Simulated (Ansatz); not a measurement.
CH$_{6}$N$_{2}$Si, SMILES `N[SiH]1CN1`, relaxed with RKS PBE0-D4/def2-TZVP in the Gaussian-basis code of Ansatz from a PBE-D4/def2-SVP geometry. The force threshold is 0.005 eV/Å; the program also tests the step.

The species carries charge 0 and has multiplicity 1.

Start:

```xyz
10

N     0.603    0.601   -1.696
Si   -0.413    0.184   -0.365
C    -0.049   -1.059    0.963
N     0.109    0.406    1.270
H     1.618    0.630   -1.580
H     0.282    1.283   -2.385
H    -1.831    0.412   -0.790
H    -0.909   -1.595    1.423
H     0.882   -1.660    1.034
H    -0.292    0.799    2.126
```

```
         step  energy (eV)  largest force (eV/Å)  largest move (Å)
            1  -11986.2830                 0.615             0.000
            2  -11986.3408                 0.337             0.031
            3  -11986.3539                 0.112             0.024
            4  -11986.3551                 0.081             0.011
            5  -11986.3572                 0.108             0.046
 6 (rejected)  -11986.3503                 0.270             0.106
            7  -11986.3586                 0.148             0.053
            8  -11986.3601                 0.084             0.100
 9 (rejected)  -11986.3599                 0.173             0.051
           10  -11986.3611                 0.053             0.025
11 (rejected)  -11986.3596                 0.393             0.073
           12  -11986.3617                 0.019             0.037
           13  -11986.3624                 0.024             0.037
           14  -11986.3624                 0.048             0.050
           15  -11986.3627                 0.015             0.012
16 (rejected)  -11986.3627                 0.025             0.007
           17  -11986.3628                 0.003             0.003
           18  -11986.3628                 0.002             0.007
```

End:

```xyz
10

N     0.605    0.788   -1.574
Si   -0.396    0.221   -0.330
C    -0.068   -1.070    0.922
N     0.137    0.384    1.268
H     1.609    0.769   -1.518
H     0.262    0.929   -2.508
H    -1.798    0.463   -0.742
H    -0.920   -1.567    1.389
H     0.839   -1.669    0.983
H    -0.270    0.752    2.112
```

Hardware: 2 threads of an Intel Xeon 6975P-C on a shared host. Wall time 34 s, peak host memory 0.37 GiB.
